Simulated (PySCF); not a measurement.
A GIAO shielding run with PySCF 2.14.0 with density-fitted response routines (density fitting, non-relativistic, gas phase) on `C=C1[SiH2][C@@H]1S(=O)(=O)O`, C$_{3}$H$_{6}$O$_{3}$SSi:

```
$ OMP_NUM_THREADS=1 python probes_run.py task.json out

{"job": {"kind": "nmr", "xc": "PBE0", "basis": "pcSseg-1"}, "charge": 0, "multiplicity": 1}
C     -2.303192    -0.335013     0.517667
C     -1.200203     0.379768     0.473812
Si    -0.095712     1.779274    -0.042299
C      0.192395     0.216338     1.011259
S      1.013217    -0.951046    -0.002041
O      0.933757    -2.301727     0.468932
O      0.662606    -0.684219    -1.364197
O      2.562828    -0.489043     0.216462
H     -2.349316    -1.268087     1.060898
H     -3.204040    -0.023521     0.014640
H     -0.211938     2.948053     0.824186
H      0.502834     1.944766    -1.344939
H      0.377835     0.040250     2.058230
H      3.118251    -1.256266     0.365249
```

Hardware: 1 thread of an Arm Neoverse V1, shared host. The job also computes population analyses, field gradients, ring-centre shieldings.

Q: How large is the calculation?

A: 78 electrons, 180 basis functions and 982 auxiliary functions.

Q: How long does it take, and how much memory does it need?

A: 25 s of wall time, with 15 SCF cycles and 5 response iterations; peak memory 0.82 GiB. Times on a shared host scatter by some tens of per cent.
